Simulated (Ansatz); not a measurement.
GaHCl₂⁺, that is GaCl2H with one electron fewer. Total charge 1; doublet. Geometry PBE-D4/def2-TZVP, that of the neutral singlet; atoms count from 1.

Cartesian coordinates in Å:
```
Ga 0.0230 0.0276 -0.1841
Cl -1.8873 0.1941 0.7763
Cl 1.6504 -0.4778 1.1180
H 0.2138 0.2561 -1.7102
```

Q: Estimate the Mulliken populations from the PBE0/def2-TZVP orbitals of Ansatz.

A: 
```
atom  charge (e)  spin (α − β)
 Ga1        0.64         -0.02
 Cl2        0.10          0.41
 Cl3        0.10          0.41
  H4        0.16          0.20
```
Mulliken values and Mayer orders depend strongly on the basis.

Q: Where does the spin sit?

A: Summed by element: Ga -0.02, Cl 0.82, H 0.20, of 1 unpaired in all. Largest on single atoms: Cl2 0.41, Cl3 0.41, H4 0.20.

Q: And the Mayer bond orders between bonded heavy atoms (over 0.3)?

A: Ga1–Cl2 1.11 (2.14 Å); Ga1–Cl3 1.11 (2.14 Å). Values over 0.3 also appear between atoms too far apart for a bond (Cl2–Cl3 0.31 at 3.62 Å); they arise where an orbital or an unpaired electron spreads over both atoms.
